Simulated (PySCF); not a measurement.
A series of related molecules.

All values: CAM-B3LYP/def2-SVPD (PySCF) at PBE0-D3(BJ)/def2-SVP geometries, gas phase, one conformer each. Core orbitals are frozen in the response; Δα² is half the sum of the squared differences of the principal polarisabilities.

(1) Rank by polarisability anisotropy Δα, lowest first.
A. `[SH:1][SiH:2]1[O:3][CH2:4][CH2:5][O:6]1` with H–S1–Si2–O3 66°, S1–Si2–O3–C4 -107°, Si2–O3–C4–C5 -27°, O3–C4–C5–O6 35°, C4–C5–O6–Si2 -27°
B. `[SiH3:1][NH:2][SiH:3]1[O:4][CH2:5][CH2:6][O:7]1` with Si1–N2–Si3–O4 -27°, N2–Si3–O4–C5 132°, Si3–O4–C5–C6 -25°, O4–C5–C6–O7 33°, C5–C6–O7–Si3 -26°
C. `[cH:1]1[cH:2][s:3][c:4]([SiH:5]2[O:6][CH2:7][CH2:8][O:9]2)[cH:10]1` with S3–C4–Si5–O6 -88°, C4–Si5–O6–C7 -100°, Si5–O6–C7–C8 -29°, O6–C7–C8–O9 36°, C7–C8–O9–Si5 -26°

(2) Rank by HOMO energy, lowest first.
A. `C1=CSC([SiH]2OCCO2)=C1`
B. `S[SiH]1OCCO1`
C. `Cl[SiH]1OCCO1`

(3) Rank by vertical ionisation energy (ΔSCF), highest first.
A. `Cl[SiH]1OCCO1`
B. `c1csc([SiH]2OCCO2)c1`
C. `[SiH3]N[SiH]1OCCO1`
D. `C1CO[SiH](O1)S`

Results:

(1) B (2.67 Å³), A (3.17 Å³), C (7.47 Å³).

(2) C (-9.83 eV), B (-9.11 eV), A (-8.39 eV).

(3) A (10.71 eV), D (10.04 eV), C (9.82 eV), B (8.99 eV).

All values together:

| SMILES | formula | μ (D) | HOMO (eV) | LUMO (eV) | α (Å³) | Δα (Å³) | electrons | α per electron (Å³) | ΔSCF removal energy (eV) |
| --- | --- | --- | --- | --- | --- | --- | --- | --- | --- |
| c1csc([SiH]2OCCO2)c1 | C6H8O2SSi | 1.52 | -8.39 | 0.02 | 16.78 | 7.47 | 90 | 0.186 | 8.99 |
| Cl[SiH]1OCCO1 | C2H5ClO2Si | 2.23 | -9.83 | 1.12 | 9.59 | 2.62 | 64 | 0.150 | 10.71 |
| S[SiH]1OCCO1 | C2H6O2SSi | 2.18 | -9.11 | 0.85 | 10.82 | 3.17 | 64 | 0.169 | 10.04 |
| [SiH3]N[SiH]1OCCO1 | C2H9NO2Si2 | 0.19 | -9.12 | 0.98 | 12.62 | 2.67 | 72 | 0.175 | 9.82 |

Conformers: `[cH:1]1[cH:2][s:3][c:4]([SiH:5]2[O:6][CH2:7][CH2:8][O:9]2)[cH:10]1` with S3–C4–Si5–O6 -88°, C4–Si5–O6–C7 -100°, Si5–O6–C7–C8 -29°, O6–C7–C8–O9 36°, C7–C8–O9–Si5 -26°; `[Cl:1][SiH:2]1[O:3][CH2:4][CH2:5][O:6]1` with Cl1–Si2–O3–C4 122°, Si2–O3–C4–C5 -21°, O3–C4–C5–O6 32°, C4–C5–O6–Si2 -29°; `[SH:1][SiH:2]1[O:3][CH2:4][CH2:5][O:6]1` with H–S1–Si2–O3 66°, S1–Si2–O3–C4 -107°, Si2–O3–C4–C5 -27°, O3–C4–C5–O6 35°, C4–C5–O6–Si2 -27°; `[SiH3:1][NH:2][SiH:3]1[O:4][CH2:5][CH2:6][O:7]1` with Si1–N2–Si3–O4 -27°, N2–Si3–O4–C5 132°, Si3–O4–C5–C6 -25°, O4–C5–C6–O7 33°, C5–C6–O7–Si3 -26°.
